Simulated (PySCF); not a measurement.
Molecule: `C1=C[C@H]2CC[C@@H]1CC2`, C$_{8}$H$_{12}$.

Geometry (Å), atoms numbered from 1 in this order:
```xyz
20

C    -1.002   -1.245   -0.551
C    -0.284   -0.691   -1.516
C     0.613    0.415   -1.057
C    -0.264    1.492   -0.394
C    -1.095    0.850    0.726
C    -0.771   -0.652    0.803
C     0.725   -0.794    1.136
C     1.557   -0.152    0.017
H    -1.702   -2.053   -0.692
H    -0.317   -0.985   -2.553
H     1.189    0.848   -1.878
H    -0.914    1.939   -1.147
H     0.378    2.280    0.003
H    -0.873    1.312    1.689
H    -2.161    0.978    0.535
H    -1.377   -1.132    1.574
H     0.925   -0.312    2.094
H     0.970   -1.852    1.239
H     2.220   -0.888   -0.440
H     2.178    0.655    0.409
```

Frames of a GFN2-xTB Langevin trajectory at 300 K; GIAO PBE0/pcSseg-1 shieldings in PySCF, gas phase, non-relativistic; equivalent atoms averaged within each frame.

References, each an isolated molecule treated in the same way: $^{13}$C (σref 186.93), $^{1}$H (σref 31.72) against TMS. The references are static minima.

How do the shifts (ppm) fluctuate along the trajectory?

## Answers


```tsv
time (fs)	C1/C2	C3/C6	C4/C5/C7/C8	H9/H10	H11/H16	H13/H14/H17/H20	H12/H15/H18/H19
optimised geometry	143.1	33.3	28.5	6.66	2.47	1.50	1.28
250	142.2	32.8	26.6	6.54	2.77	1.35	1.21
425	149.7	36.2	30.4	7.19	2.47	1.95	1.66
625	149.6	39.9	30.9	7.51	3.31	1.97	1.41
800	145.9	31.3	27.7	7.06	1.93	1.69	1.39
1000	149.4	36.8	31.1	7.34	3.39	1.81	1.88
mean of frames	147.3	35.4	29.3	7.13	2.77	1.75	1.51
standard deviation	3.3	3.4	2.1	0.37	0.61	0.26	0.26
```

5 frames give an uncertainty of the mean of about the standard deviation over 2.2 at best, since frames this close in time may not be independent; classical motion lacks zero-point vibration, and the reference would need the same averaging.
